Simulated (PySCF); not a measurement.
SMILES C(#Cc1ccccc1)c1ccccc1, GFN2-xTB optimised geometry.

```
24

C     -0.60     0.00     0.00
C      0.60     0.00     0.00
C      2.02     0.01     0.00
C      2.71     1.22    -0.03
C      4.09     1.22    -0.03
C      4.79     0.02     0.00
C      4.11    -1.18     0.03
C      2.72    -1.19     0.03
C     -2.02    -0.01     0.00
C     -2.71    -1.22     0.00
C     -4.09    -1.22     0.00
C     -4.79    -0.02     0.00
C     -4.11     1.18     0.00
C     -2.72     1.19     0.00
H      2.16     2.15    -0.05
H      4.63     2.16    -0.05
H      5.87     0.03     0.00
H      4.65    -2.11     0.05
H      2.18    -2.13     0.05
H     -2.16    -2.15     0.00
H     -4.63    -2.16     0.00
H     -5.87    -0.02     0.00
H     -4.65     2.12     0.00
H     -2.18     2.13     0.00
```

Density from PBE0/def2-SVP in PySCF at that geometry.

Minimum of the electron density along straight lines between bonded atoms, close to the bond critical point (lines longer than 1.1 times the sum of covalent radii, or with two minima, are not listed):

| bond | length / Å | ρ at the minimum / e bohr⁻³ | ∇²ρ there / e bohr⁻⁵ | position (fraction from the first atom) |
|---|---|---|---|---|
| C1–C2 | 1.208 | 0.393 | -1.01 | 0.50 |
| C2–C3 | 1.411 | 0.290 | -0.74 | 0.52 |
| C3–C4 | 1.396 | 0.305 | -0.77 | 0.51 |
| C4–C5 | 1.381 | 0.314 | -0.81 | 0.50 |
| C5–C6 | 1.386 | 0.311 | -0.80 | 0.50 |
| C6–C7 | 1.386 | 0.311 | -0.80 | 0.50 |
| C3–C8 | 1.396 | 0.305 | -0.77 | 0.51 |
| C7–C8 | 1.381 | 0.314 | -0.81 | 0.50 |
| C1–C9 | 1.411 | 0.290 | -0.74 | 0.52 |
| C9–C10 | 1.396 | 0.305 | -0.77 | 0.51 |
| C10–C11 | 1.381 | 0.314 | -0.81 | 0.50 |
| C11–C12 | 1.386 | 0.311 | -0.80 | 0.50 |
| C12–C13 | 1.386 | 0.311 | -0.80 | 0.50 |
| C9–C14 | 1.396 | 0.305 | -0.77 | 0.51 |
| C13–C14 | 1.381 | 0.314 | -0.81 | 0.50 |
| C4–H15 | 1.080 | 0.284 | -1.09 | 0.63 |
| C5–H16 | 1.080 | 0.283 | -1.08 | 0.63 |
| C6–H17 | 1.080 | 0.284 | -1.08 | 0.63 |
| C7–H18 | 1.080 | 0.283 | -1.08 | 0.63 |
| C8–H19 | 1.080 | 0.284 | -1.09 | 0.63 |
| C10–H20 | 1.080 | 0.284 | -1.09 | 0.63 |
| C11–H21 | 1.080 | 0.283 | -1.08 | 0.63 |
| C12–H22 | 1.080 | 0.284 | -1.08 | 0.63 |
| C13–H23 | 1.080 | 0.283 | -1.08 | 0.63 |
| C14–H24 | 1.080 | 0.284 | -1.09 | 0.63 |
